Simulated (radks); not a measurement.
Values are calculated unless marked as measured or tabulated.
Valence configurations of Kr III (all share [Ar]). Code: a radial shooting solver on a logarithmic mesh with Libxc functionals. Model: Dirac Kohn-Sham, BLYP, spin-unpolarised, spherical densities, point nucleus; open shells are shared between the two j in proportion to 2j + 1. Energies are relative to 3d10 4s2 4p4; eigenvalues in eV.

| valence | E (eV) | e(3d3/2) | e(3d5/2) | e(4p1/2) | e(4p3/2) | e(4s1/2) |
|---|---|---|---|---|---|---|
| 3d10 4s2 4p4 | 0.000 | -107.43 | -106.12 | -31.365 | -30.554 | -45.935 |
| 3d10 4s1.5 4p4.5 | 7.573 | -108.18 | -106.87 | -31.702 | -30.882 | -46.337 |
| 3d10 4s1 4p5 | 15.181 | -108.92 | -107.61 | -32.033 | -31.205 | -46.731 |
| 3d10 4p6 | 30.497 | -110.38 | -109.07 | -32.680 | -31.835 | - |
| 3d9.5 4s2 4p4.5 | 39.361 | -114.43 | -113.09 | -32.546 | -31.686 | -47.501 |
| 3d9 4s2 4p5 | 81.670 | -121.54 | -120.17 | -33.718 | -32.808 | -49.045 |
| 3d9 4s1.5 4p5.5 | 89.652 | -122.25 | -120.87 | -34.034 | -33.116 | -49.417 |
| 3d9 4s1 4p6 | 97.665 | -122.95 | -121.57 | -34.346 | -33.420 | -49.784 |
| 3d8 4s2 4p6 | 175.37 | -136.10 | -134.66 | -36.039 | -35.028 | -52.071 |

NIST lists [Ar] 3d10 4s2 4p4 as the ground configuration; this level of theory agrees among the configurations tried. The energies are those of spherical spin-averaged densities, not of single terms.
